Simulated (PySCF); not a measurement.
# Excited states of S⁶⁺ (sulfur, charge +6)

Ground state [Ne], ¹S. Computed with PySCF 2.14 in aug-cc-pVTZ-DK with one added diffuse shell each of s, p, d, f type (7s6p4d3f, 66 functions), with the spin-free X2C one-electron Hamiltonian (Gaussian nucleus). Vertical excitation energies in eV without spin-orbit coupling; excited terms of each kind are numbered among those the solver found. Frozen: 1s2.

| term | leading excitation | EOM-EE-CCSD |
| --- | --- | --- |
| 1 3P° | 2p → s | 170.42 |
| 1 1P° | 2p → s | 171.83 |
| 1 3S | 2p → p | 181.91 |
| 1 3D | 2p → p | 184.28 |
| 1 1D | 2p → p | 185.19 |
| 1 1P | 2p → p | 185.50 |
| 1 3P | 2p → p | 185.51 |
| 1 1S | 2p → p | 192.74 |
| 2 3P° | 2p → d | 207.83 |
| 1 3F° | 2p → d | 208.39 |
| 1 1F° | 2p → d | 208.54 |
| 1 1D° | 2p → d | 209.07 |
| 2 3S | 2p → p | 229.63 |
| 2 1D | 2p → p | 231.38 |

The solver can miss terms.
